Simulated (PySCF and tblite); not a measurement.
Values are calculated unless marked as measured or tabulated.
System: C₃H₅BF₂Ge, numbered as in [F:1][B:2]([F:3])[C:4]1=[CH:5][GeH2:6][CH2:7]1.

Motion: rotation about the B2–C4 bond (torsion F1–B2–C4–C5 from 0° to 180°, rising). GFN2-xTB gives an electronic barrier of 3.0 kcal/mol.

Spin–orbit effects of heavy atoms on shieldings are missing.

**Question.** What does PBE0/pcSseg-1 + D3(BJ) give on GFN2-xTB geometries?

**Answer.** A barrier of 4.4 kcal/mol, 1.4 above the tight-binding barrier (from unrounded values) and, with GFN2-xTB thermal terms, ΔG‡(298 K) = 4.7 kcal/mol and k = 4.2×10⁹ s⁻¹ (2 equivalent paths).

Programs: tblite and PySCF.
